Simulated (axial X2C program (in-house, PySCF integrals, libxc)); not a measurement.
Spin–orbit effects down a group: molecules with Mn, PBE0

All values come from calculations with an in-house all-electron X2C program for linear molecules (integrals from PySCF), spin-free (one-electron X2C) or two-component (2c: spin–orbit coupling with atomic mean-field Coulomb and Gaunt terms, which also bring small scalar terms), in Dyall basis sets with cores contracted in-house; open shells are unrestricted.

Basis sets: C dyall-v3z, Ge dyall-cv3z, Mn dyall-cv3z, Si dyall-v3z.

```tsv
molecule	spin-free state	Re (Å)	ωe (cm⁻¹)	De (eV)	2c state	Re 2c (Å)	ωe 2c (cm⁻¹)	De 2c (eV)
MnC	M_S = 3/2, Λ = 0	1.754	532.0	3.20	Ω = 3/2	1.754	531.5	3.20
MnSi	M_S = 7/2, Λ = 0	2.494	294.3	1.29	Ω = 3/2	2.333	326.1	1.97
MnGe	M_S = 7/2, Λ = 0	2.547	215.5	1.14	Ω = 7/2	2.548	214.9	n/a
```

Work out the shifts from the spin-free to the two-component result.



```csv
molecule,2c state,ΔRe (Å),Δωe (cm⁻¹),ΔDe (eV)
MnC,Ω = 3/2,0.000,-0.5,0.00
MnSi,Ω = 3/2,other state,other state,n/a
MnGe,Ω = 7/2,0.001,-0.6,n/a
```

Shifts of one unit in the last digit are rounding.

Each entry is the lowest single determinant of a limited PBE0 search at one distance. De goes to single-determinant-based atoms at the same level (for ions the charge split of lowest energy) and is withheld (n/a) where an atom does not fit its ground term or J level. Main or longest-lived isotopes. One determinant is a doubtful description, or other states lie close, for MnC, MnSi, MnGe; these need not be ground states, and all values refer to the states named. With several unpaired electrons the Ω given is that of one determinant, not necessarily of the lowest component. Some light 2c atoms are not at their ground J level, so De misses part of their lowering (0.04 eV or less). The functionals have no current term, which raises determinants with orbital currents. The lowest determinant changes configuration between the Hamiltonians for MnSi, so two states are compared there.
